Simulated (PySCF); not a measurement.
## Gd⁵⁴⁺ (gadolinium, charge +54): Hartree-Fock from Schrödinger to Dirac-Coulomb-Breit

Occupied: 1s1/2, 2s1/2, 2p1/2, 2p3/2. Hartree-Fock calculated with PySCF 2.14 in an uncontracted even-tempered set (16 s from 11 bohr⁻², ratio 2.7; 13 p from 13 bohr⁻², ratio 2.7), Gaussian nucleus throughout. NR is non-relativistic, sf-X2C the spin-free one-electron X2C Hamiltonian, X2C adds the bare one-electron spin-orbit term, X2C-SNSO screens it by Boettger's factors, DC is four-component Dirac-Coulomb, and the Gaunt and Breit terms are added at first order (total energies over the DC spinors, levels after relaxing the spinors in that mean field). QED terms are absent. Levels marked empty are virtual spinors of this ion.

```csv
Hamiltonian,E (hartree),E − E(DC) (hartree),CPU seconds
NR,-7645.7877,400.0846,0.31
sf-X2C,-8036.8239,9.0484,0.17
X2C,-8043.1372,2.7351,0.22
X2C-SNSO,-8042.7276,3.1447,0.21
DC,-8045.8723,0.0000,7.7
DC+Gaunt,-8037.0357,8.8365,12
DC+Breit,-8037.8066,8.0656,38
```

**Question.** Give the 3p spin-orbit interval with each Hamiltonian that has one.

**Answer.** X2C 199.0; X2C-SNSO 192.3; DC 192.4; DC+Gaunt 190.1; DC+Breit 190.1 (eV).

| level (eV) | NR | sf-X2C | X2C | X2C-SNSO | DC | DC+Gaunt | DC+Breit |
| --- | --- | --- | --- | --- | --- | --- | --- |
| 1s1/2 | -51673.8 | -54728.0 | -54720.5 | -54721.0 | -54775.2 | -54628.8 | -54638.5 |
| 2s1/2 | -11531.5 | -12398.2 | -12396.3 | -12396.5 | -12403.7 | -12388.2 | -12389.2 |
| 2p1/2 | -11203.5 | -11503.1 | -12031.5 | -12012.9 | -12017.3 | -11990.0 | -11992.8 |
| 2p3/2 | -11203.5 | -11503.1 | -11279.7 | -11286.4 | -11291.5 | -11272.8 | -11275.6 |
| 3s1/2 (empty) | -4749.6 | -5024.3 | -5024.0 | -5024.1 | -5025.8 | -5021.6 | -5022.1 |
| 3p1/2 (empty) | -4643.4 | -4764.4 | -4903.8 | -4898.9 | -4900.0 | -4892.9 | -4893.9 |
| 3p3/2 (empty) | -4643.4 | -4764.4 | -4704.8 | -4706.6 | -4707.6 | -4702.9 | -4703.9 |

Weight of the small component: 1s1/2 0.0569, 2s1/2 0.0130, 2p1/2 0.0130, 2p3/2 0.0121, 3s1/2 0.00514, 3p1/2 0.00506, 3p3/2 0.00485.

Koopmans' value for the highest occupied level at DC+Breit: 11275.6 eV, against an ionisation energy of 11273 ± 5 eV (theoretical estimate listed by NIST; NIST Atomic Spectra Database, ionization energies); the former lacks relaxation, correlation, QED and recoil.

The whole ladder took 60 s of wall time on 1 thread of Intel(R) Xeon(R) 6975P-C (shared host), launched as `OMP_NUM_THREADS=1 python relrun2.py TASK.json OUT` (a driver that calls PySCF for each Hamiltonian).
